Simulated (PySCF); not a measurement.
A calculated (LDA, PySCF 2.14, aug-cc-pVDZ-DK, the spin-free X2C one-electron Hamiltonian (Gaussian nucleus)) atom or ion has these occupied shells.

```
shell  electrons  orbital energy (eV)  rms radius, mean of both spins (bohr)
 1s α          1              -116.25                                  0.490
 1s β          1              -115.82                                  0.490
 2s α          1              -14.308                                   2.49
```

Problem. Name the element and its charge.

Solution. Be⁺ (beryllium, charge +1), in [He] 2s1, 2S determinant.
